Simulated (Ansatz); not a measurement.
Geometry optimisation, Ansatz 0.2.0, RKS revPBE/def2-SVP.

The input (input.yaml):

```yaml
crystal:
  periodic: [false, false, false]
  atoms:
    - { symbol: B, position_ang: [-0.001565, 0.51905, -0.34448] }
    - { symbol: H, position_ang: [0.01589, -0.168866, 1.95525] }
    - { symbol: O, position_ang: [1.200103, -0.093989, -0.582257] }
    - { symbol: H, position_ang: [1.128169, -1.022071, -0.865025] }
    - { symbol: O, position_ang: [-1.260247, 0.000454, -0.493716] }
    - { symbol: H, position_ang: [-1.281884, -0.940523, -0.73994] }
    - { symbol: Cl, position_ang: [0.085405, 2.285523, 0.141306] }
    - { symbol: H, position_ang: [0.04243, 0.545121, 2.042162] }
basis:
  gaussian: { orbitals: def2-SVP }
hamiltonian:
  xc: revpbe
relax:
  f_tol: 0.03
  max_steps: 50
```

Run as:

```bash
$ ansatz run input.yaml --threads 1 --pin off --max-ram 2048MiB --backend cpu --events-out ev --progress --plain --runs-dir out
```

Task: Where does it end, and by what steps?

Result: The run converged. The force dipped under the threshold on the way, but the program's further checks kept it going. After 18 steps the energy has fallen by 0.267 eV; H2 moved furthest, 1.80 Å.

```json
{"step": "0", "energy less start (eV)": "0.0000", "largest force component (eV/Å)": "1.868", "accepted": "yes"}
{"step": "1", "energy less start (eV)": "-0.1490", "largest force component (eV/Å)": "0.474", "accepted": "yes"}
{"step": "2", "energy less start (eV)": "-0.2056", "largest force component (eV/Å)": "0.331", "accepted": "yes"}
{"step": "3", "energy less start (eV)": "-0.2361", "largest force component (eV/Å)": "0.181", "accepted": "yes"}
{"step": "4", "energy less start (eV)": "-0.2453", "largest force component (eV/Å)": "0.256", "accepted": "yes"}
{"step": "5", "energy less start (eV)": "-0.2540", "largest force component (eV/Å)": "0.065", "accepted": "yes"}
{"step": "6", "energy less start (eV)": "-0.2572", "largest force component (eV/Å)": "0.027", "accepted": "yes"}
{"step": "7", "energy less start (eV)": "-0.2500", "largest force component (eV/Å)": "0.581", "accepted": "no"}
{"step": "8", "energy less start (eV)": "-0.2591", "largest force component (eV/Å)": "0.088", "accepted": "yes"}
{"step": "9", "energy less start (eV)": "-0.2603", "largest force component (eV/Å)": "0.143", "accepted": "yes"}
{"step": "10", "energy less start (eV)": "-0.2618", "largest force component (eV/Å)": "0.151", "accepted": "yes"}
{"step": "11", "energy less start (eV)": "-0.2619", "largest force component (eV/Å)": "0.174", "accepted": "yes"}
{"step": "12", "energy less start (eV)": "-0.2639", "largest force component (eV/Å)": "0.139", "accepted": "yes"}
{"step": "13", "energy less start (eV)": "-0.2649", "largest force component (eV/Å)": "0.064", "accepted": "yes"}
{"step": "14", "energy less start (eV)": "-0.2654", "largest force component (eV/Å)": "0.007", "accepted": "yes"}
{"step": "15", "energy less start (eV)": "-0.2659", "largest force component (eV/Å)": "0.019", "accepted": "yes"}
{"step": "16", "energy less start (eV)": "-0.2664", "largest force component (eV/Å)": "0.111", "accepted": "yes"}
{"step": "17", "energy less start (eV)": "-0.2667", "largest force component (eV/Å)": "0.034", "accepted": "yes"}
{"step": "18", "energy less start (eV)": "-0.2669", "largest force component (eV/Å)": "0.009", "accepted": "yes"}
```

```xyz
8
Properties=species:S:1:pos:R:3
B -0.017 0.446 -0.735
H 0.079 0.152 3.730
O 1.181 -0.131 -1.076
H 1.096 -0.974 -1.556
O -1.274 -0.039 -0.999
H -1.283 -0.885 -1.481
Cl 0.068 1.994 0.148
H 0.080 0.561 3.082
```

Whether the end is a true minimum wasn't checked by a vibrational analysis.

Time of the run: 18 s on 1 thread of Intel(R) Xeon(R) 6975P-C (Granite Rapids), on a shared host, peak memory 0.15 GiB.
